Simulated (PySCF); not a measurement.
Species: CH8BN3.
SMILES: `NB(NC)N`

Method: TDDFT B3LYP/def2-SVPD, vertical, gas phase, core orbitals frozen in the response in PySCF 2.14.0, density-fitted response routines. Isolated species at its PBE0-D3(BJ)/def2-SVP geometry, gas phase. Torsions of this conformer, `[CH3:1][NH:2][B:3]([NH2:4])[NH2:5]`: C1–N2–B3–N4 176°, H–N4–B3–N2 179°, H–N4–B3–N2 -18°, H–N5–B3–N2 -21°, H–N5–B3–N2 178°.

What does the calculation give for the low-lying excited states?

```tsv
state	E (eV)	ν̃ (cm⁻¹)	f	main configurations (H = HOMO, L = LUMO)
S1	5.10	41100	0.0052	H→L (98%)
S2	5.58	45000	0.0017	H-1→L (96%)
S3	6.07	48930	0.0018	H→L+1 (96%)
S4	6.23	50250	0.012	H→L+2 (95%)
S5	6.64	53560	0.024	H-1→L+1 (86%), H-1→L+2 (8%)
S6	6.82	54980	0.0088	H-1→L+2 (86%)
```

The lowest singlet lies at 5.10 eV (243 nm, ultraviolet) and is weak; its leading configuration is HOMO→LUMO (98%). The most intense listed level is S5 at 6.64 eV (187 nm, f = 0.024), 1.54 eV above S1. Löwdin shares by element: HOMO nitrogen 64% or more, carbon 10%, boron 6% (atoms not listed hold the other 20%); LUMO boron 47%, hydrogen 22% or more (atoms not listed hold the other 32%). The oscillator strengths of these states sum to 0.054; summed over the whole spectrum of an exact calculation they would give the number of electrons, 40 (Thomas–Reiche–Kuhn). Of the 6 states listed, 2 reach f = 0.01 and none stays under 0.0005. Weighted by f, the mean energy of these states is 6.37 eV. No computed singlet lies in the visible range (380 to 750 nm); the lowest, at 243 nm, stands 1.83 eV above its violet end (3.26 eV). The window holds the lowest 6 singlets.

The run took 13 s of wall time on one thread, Arm Neoverse V2 (aarch64) (shared host), and the process peaked at 0.72 GiB of memory.
